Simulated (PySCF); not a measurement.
Working out the ionisation energy of Sn

Sn [Kr] 4d10 5s2 5p2 (3P) → Sn⁺ [Kr] 4d10 5s2 5p1 (2P). Computed with PySCF 2.14 in aug-cc-pVQZ-DK3 (9s8p6d3f2g, 102 functions), with the spin-free X2C one-electron Hamiltonian (Gaussian nucleus). Frozen: [Kr] 4d10. Energies in hartree (1 hartree = 27.21139 eV):

| part | Sn (lower) | Sn⁺ (upper) |
| --- | --- | --- |
| UHF | -6173.522987 | -6173.271263 |
| MP2 opposite-spin | -0.038520 | -0.031954 |
| MP2 same-spin | -0.007888 | -0.002308 |

**Question.** What does Hartree-Fock give?

**Answer.** (-6173.271263) − (-6173.522987) = 0.251724 hartree = 6.850 eV.

**Question.** What do MP2 and SCS-MP2 (6/5 opposite-spin, 1/3 same-spin) give?

**Answer.** The opposite-spin parts differ by 0.179 eV and the same-spin parts by 0.152 eV. MP2: 6.850 + (0.179) + (0.152) = 7.181 eV. SCS-MP2: 6.850 + 1.2 × (0.179) + (0.152)/3 = 7.115 eV.

Measured between the centres of the two terms (NIST): 7.389 eV, so MP2 (valence) is off by -0.208 eV.

What remains against the reference includes basis incompleteness, the frozen core and correlation beyond second order.
